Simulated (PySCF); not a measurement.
Below is a simulated gas-phase Si 1s photoelectron spectrum of `N([SiH3])[SiH2]OC`.

Every computed line was given a Gaussian of 1.0 eV full width at half maximum and an area set by the number of equivalent atoms; the highest printed point is 100. Method: delta-SCF UKS SCAN, pcX-2 on the ionised atom, pcseg-1 elsewhere, spin-free X2C in PySCF 2.14.0.

binding energy (eV), intensity and a bar:
```
   1845.5          0 
   1845.6          0 
   1845.7          1 
   1845.8          2 
   1845.9          3 #
   1846.0          5 #
   1846.1          8 ##
   1846.2         13 ####
   1846.3         20 ######
   1846.4         29 #########
   1846.5         40 ############
   1846.6         52 ################
   1846.7         65 ####################
   1846.8         78 #######################
   1846.9         88 ###########################
   1847.0         96 #############################
   1847.1        100 ##############################
   1847.2         99 ##############################
   1847.3         95 ############################
   1847.4         86 ##########################
   1847.5         75 ######################
   1847.6         62 ###################
   1847.7         49 ###############
   1847.8         37 ###########
   1847.9         27 ########
   1848.0         19 ######
   1848.1         12 ####
   1848.2          8 ##
   1848.3          4 #
   1848.4          2 #
   1848.5          1 
   1848.6          1 
   1848.7          0 
   1848.8          0
```

Problem. How many maxima does the curve show, and how many computed lines lie under it?

Solution. The curve has 1 maximum (at 1847.1 eV). Under it lie 2 lines from 2 inequivalent silicon sites. At this width some lines have no maximum of their own.

Problem. Decompose the envelope and assign each component. Numbering: `[CH3:1][O:2][SiH2:3][NH:4][SiH3:5]`.

Solution. 
```csv
position (eV),relative area,line,atoms,environment
1846.95,1,Si 1s,Si5,SiH3 silicon
1847.33,1,Si 1s,Si3,oxygen-bound silicon
```

Problem. What are the centre and the root-mean-square width of the whole band?

Solution. The area-weighted mean of the lines is 1847.14 eV. Their own spread about it is 0.19 eV (rms) and each Gaussian has σ = 1.0/2.355 = 0.42 eV; the variances add, which gives 0.47 eV.

Problem. Above which line width would these two lines show one maximum?

Solution. Two equal Gaussians merge once their distance is under 2σ = FWHM/1.177. With 0.38 eV between them that is a full width over 0.45 eV.

Lowest listed Si 1s: Si5, bonded to N and 3 H. Highest, 0.38 eV above it: Si3, bonded to O, N and 2 H. Summing the Pauling electronegativity differences to the bonded atoms, each weighted by its formal bond order, gives +2.04 for the lowest site and +3.28 for the highest.

The curve has no shake-up lines and no vibrational structure. Isolated species at its PBE0-D3(BJ)/def2-SVP geometry (one conformer only).

Shape of the structure used: `[CH3:1][O:2][SiH2:3][NH:4][SiH3:5]`: C1–O2–Si3–N4 179°, O2–Si3–N4–Si5 84°.
